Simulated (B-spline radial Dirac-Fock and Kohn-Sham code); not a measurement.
# Core-hole lifetimes of La²⁺

System: lanthanum as La²⁺ in the configuration 1s2 2s2 2p6 3s2 3p6 3d10 4s2 4p6 4d10 5s2 5p6 5d1, inside a Watson sphere of charge -2 and radius 2.7 Å (a model of the Madelung potential; inside it an electron's potential energy is raised by 10.7 eV).

Method: independent-particle rates on relativistic LDA orbitals of the hole state (multipoles up to L = 3, Coulomb Auger matrix elements, transition energies from Dirac-Fock). Computed with a radial B-spline solver.

Partial widths are in eV. Coster-Kronig decay leaves a hole in the same principal shell; its rates are the weakest part of the model, often 1.5 to 2.5 times too large and more for N holes. Holes without an open Auger channel, or with an unreliable SCF state, are not listed.

```
 hole  radiative  Auger  Coster-Kronig  total  fluorescence yield  lifetime (fs)
   1s       12.5   1.29              0   13.8               0.907         0.0476
   2s      0.225   1.60           2.04   3.86              0.0584          0.171
2p1/2      0.372   2.42          0.603   3.39               0.110          0.194
2p3/2      0.350   2.78              0   3.13               0.112          0.210
   3s    0.00687  0.564           8.54   9.11            0.000754         0.0723
3p1/2    0.00678  0.643           4.83   5.48             0.00124          0.120
3p3/2    0.00682  0.680           4.91   5.59             0.00122          0.118
3d3/2   0.000450  0.743              0  0.743            0.000606          0.885
3d5/2   0.000377  0.758              0  0.758            0.000497          0.868
   4s   0.000219  0.101           6.91   7.01                   ?              ?
4p1/2   0.000438  0.105           2.45   2.55            0.000172          0.258
4p3/2   0.000343  0.110           2.86   2.97            0.000115          0.221
4d3/2   2.18e-05  0.112              0  0.112            0.000195           5.88
4d5/2   1.91e-05  0.113              0  0.113            0.000170           5.84
```

Problem. What are the fluorescence yield and the lifetime of the 4s hole?

Solution. The yield is the radiative width over the total, 3.12e-05, and the lifetime is ħ/Γ = 0.0939 fs.
